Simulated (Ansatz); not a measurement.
```xyz
10

C     1.9957    0.3113   -1.4162
Zn    0.9513   -0.4256    0.0332
Se   -0.1864   -1.3922    1.8183
Si   -1.9775   -0.2152    1.2878
F    -2.4547    0.7507    2.4381
F    -3.2247   -1.1052    0.9186
F    -1.6917    0.7039    0.0189
H     1.5290    1.2315   -1.7722
H     3.0095    0.5380   -1.0819
H     2.0496   -0.3972   -2.2445
```

Total charge 0; spin multiplicity 1.

(1) List the PBE/def2-TZVPP orbital energies in eV (Ansatz 0.2.0). (Estimate.)

## Answers

(1) The calculation gave: Occupied: -12302.39, -9408.00, -1782.49, -1562.38, -1403.15, -1403.13, -1403.10, -1134.54, -1000.32, -1000.32, -1000.27, -660.61, -660.36, -660.36, -268.95, -205.36, -150.66, -150.60, -150.48, -139.92, -126.68, -96.69, -96.68, -96.64, -84.07, -84.05, -83.95, -53.77, -53.76, -53.66, -53.61, -53.60, -30.74, -30.04, -29.90, -17.65, -17.07, -14.20, -12.60, -12.46, -12.45, -12.30, -12.27, -12.20, -12.19, -11.65, -11.13, -11.09, -10.63, -10.37, -9.97, -9.81, -9.79, -8.81, -8.28, -7.13, -6.50. Lowest empty: -1.61, -1.27, -1.10, -0.40, 0.49, 0.66, 1.11, 1.79.
